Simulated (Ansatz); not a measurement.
Consider the ligand exchange at a B–O bond: `OBOCF` + `N#CO` → `N#COBO` + `OCF`.

Computed with Ansatz on PBE0-D4/def2-TZVP structures; ΔE is electronic, products minus reactants. CCSD(T)/CBS is the MP2 limit (def2-TZVPP, def2-QZVPP) plus CCSD(T) − MP2 in def2-TZVPP, frozen cores. This one scheme is used for every species. DFT in def2-TZVPP. B3LYP here is the variant with VWN-RPA as its local correlation; programs differ in this. One conformer a species, not always the lowest.

```
         level  ΔE (eV)
   LDA (SPW92)     0.08
        PBE-D4     0.05
      BHLYP-D4     0.04
       ωB97X-V     0.05
      PBE-QIDH     0.04
          BLYP     0.02
         B3LYP     0.03
MP2/def2-QZVPP     0.03
```

**Question.** What does CCSD(T)/CBS give? (Estimate.)

**Answer.** The calculation gave: +0.04 eV. The listed levels differ from it by 0.04, 0.01, 0.00, 0.01, 0.00, -0.02, -0.01, -0.01 eV.

Largest T1 diagnostic among the species: 0.015.

At CCSD(T), def2-SVP lies +0.06 eV from the extrapolated value and def2-TZVPP +0.01 eV. Leaving LDA and LC-ωPBE aside and taking each functional with its dispersion term where it has one, the values, not all of them listed here, spread over 0.02 eV, from B2PLYP to ωB97M-V. LDA lies +0.04 eV from PBE without D4.
